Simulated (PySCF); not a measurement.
Al(F)(OMe)(SH) (CH4AlFOS), SMILES [O]([Al]([SH])[F])C.

Geometry: PBE-D3(BJ)/def2-SVP. The structure was generated by enumeration; whether it is a known compound was not checked. The values are those of a single conformer.

Two levels are set side by side: TDDFT-PBE/def2-SVPD (PySCF) and TDDFT-M06-2X/def2-SVPD (PySCF). Vertical, same geometry. The lowest singlet is HOMO→LUMO 100 % with PBE and HOMO→LUMO 87 % with the other functional; states are paired by order. Differences are taken from unrounded values.

```json
[
 {"quantity": "lowest singlet excitation (eV)", "TDDFT-PBE": "4.92"},
 {"quantity": "lowest triplet excitation (TDA) (eV)", "TDDFT-PBE": "4.70"},
 {"quantity": "first bright state (f over 0.05) (eV)", "TDDFT-PBE": "6.73"},
 {"quantity": "its oscillator strength", "TDDFT-PBE": "0.11"}
]
```

Q: These are the TDDFT-PBE values. What does TDDFT-M06-2X give? (Estimate from the structure and the level; the computed values follow.)

A: 
```tsv
quantity	TDDFT-M06-2X	TDDFT-PBE minus TDDFT-M06-2X
lowest singlet excitation (eV)	5.71	-0.79
lowest triplet excitation (TDA) (eV)	5.44	-0.74
first bright state (f over 0.05) (eV)	7.68	-0.96
its oscillator strength	0.37	-0.26
```

A lower first singlet is the usual sign of a functional without exact exchange. Differences between two approximate levels are no errors against the true value.

Rough cost on one machine, each run with all the roots and properties that it gave: TDDFT-M06-2X against TDDFT-PBE about 20 times.
